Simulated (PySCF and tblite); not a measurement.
Results of a calculation; reference values are marked as such.
# Conformer ensemble of C7H11FSe, numbered as in [CH2:1]=[CH:2][Se:3]/[C:4](=[CH:5]/[CH2:6][F:7])[CH2:8][CH3:9]

Level: PBE0-D3(BJ)/6-31G*//GFN2-xTB, thermal terms from GFN2-xTB, symmetry numbers and mirror pairs counted. Conformers within 3 kcal/mol (GFN2-xTB free energy) were kept, 10 at most. GIAO shieldings: PBE0/6-31G*. Shifts are against TMS (¹H), TMS (¹³C), CFCl3 (¹⁹F), Me2Se (⁷⁷Se) at the same level; of two unlike H on one atom, a is the less shielded. Codes: tblite and PySCF.

Torsions listed: C1–C2–Se3–C4, C2–Se3–C4–C8, C4–C5–C6–F7, Se3–C4–C8–C9. Of a mirror pair one member is shown.

```
conformer                    shape   symmetry  E(GFN2) kcal/mol  E(DFT) kcal/mol  G(298.15 K) kcal/mol  weight %  dipole D
        1   -156°, -150°, 57°, 81°  C1 (pair)              0.28             0.00                  0.00      34.0      1.13
        2     -158°, 52°, 51°, 76°  C1 (pair)              1.16             0.48                  0.38      18.1      1.65
        3   -162°, 56°, -163°, 82°  C1 (pair)              0.82             1.26                  0.47      15.4      2.27
        4  157°, 149°, -164°, -81°  C1 (pair)              0.00             1.01                  0.61      12.1      1.19
        5    156°, 151°, 66°, -80°  C1 (pair)              0.55             0.72                  0.71      10.2      1.93
        6    158°, -54°, 59°, -76°  C1 (pair)              1.14             1.15                  1.04       5.9      0.73
        7     4°, -119°, 169°, 77°  C1 (pair)              0.38             1.58                  1.22       4.3      1.60
```

Weights (%) against temperature:

```csv
T (K),1,2,3,4,5,6,7,S(mix) cal/mol/K
150,64.7,16.0,5.3,5.8,5.8,1.7,0.8,3.70
200,49.8,18.0,9.6,8.9,8.3,3.4,1.9,4.34
250,40.2,18.3,13.0,10.9,9.6,4.8,3.2,4.69
298.15,34.0,18.1,15.4,12.1,10.2,5.9,4.3,4.87
400,26.4,17.2,18.7,13.4,10.7,7.5,6.2,5.04
```

Averaged shifts at 298.15 K. ¹H: 6.64 (H2, 1H), 5.97 (H5, 1H), 5.62 (H1a, 1H), 5.53 (H1b, 1H), 5.25 (H6, 2H), 2.47 (H8, 2H), 1.31 (H9, 3H) ppm. ¹³C: 149.1 (C4), 133.1 (C2), 123.3 (C5), 113.3 (C1), 76.8 (C6), 30.0 (C8), 16.2 (C9) ppm. ¹⁹F: -230.6 (F7) ppm. ⁷⁷Se: 356.1 (Se3) ppm.

Coordinates of conformer 1 (Å):

```xyz
20

C     3.724    0.729   -0.558
C     2.529    0.364   -0.122
Se    1.192   -0.401   -1.232
C    -0.389    0.048   -0.224
C    -0.426    1.149    0.522
C    -1.598    1.559    1.363
F    -1.944    0.580    2.273
C    -1.495   -0.948   -0.381
C    -1.270   -2.149    0.536
H     3.997    0.660   -1.598
H     4.475    1.105    0.116
H     2.244    0.419    0.919
H     0.428    1.810    0.562
H    -2.495    1.736    0.755
H    -1.367    2.453    1.948
H    -1.516   -1.288   -1.421
H    -2.455   -0.485   -0.148
H    -2.042   -2.897    0.374
H    -0.300   -2.600    0.331
H    -1.298   -1.837    1.577
```

Coordinates of conformer 2 (Å):

```xyz
20

C     3.728   -0.758   -0.442
C     2.604   -0.098   -0.218
Se    1.452   -0.438    1.261
C    -0.178    0.310    0.532
C    -0.888    1.114    1.320
C    -2.217    1.714    0.967
F    -3.116    0.767    0.524
C    -0.584   -0.181   -0.821
C    -1.185   -1.582   -0.715
H     4.042   -1.574    0.188
H     4.377   -0.498   -1.261
H     2.287    0.732   -0.837
H    -0.511    1.367    2.301
H    -2.126    2.449    0.157
H    -2.675    2.187    1.841
H     0.290   -0.220   -1.477
H    -1.314    0.500   -1.259
H    -0.473   -2.260   -0.245
H    -2.091   -1.557   -0.116
H    -1.428   -1.962   -1.704
```

The minima are those of GFN2-xTB; planar forms about aryl–S or allylic bonds may be saddles in DFT. Spin–orbit effects of the heavy atoms on shieldings are missing. Unscaled ¹⁹F shifts at such levels can be off by tens of ppm; differences between conformers or isomers are more reliable. Shifts are unscaled: against experiment ¹³C can be off by 15 ppm or more and ¹H by 0.8 ppm.

Search and properties took 5.2 min on 1 thread of Intel Xeon Platinum 8488C, on a host shared with other jobs (rough), launched as `OMP_NUM_THREADS=1 python ens_run.py task.json out`.
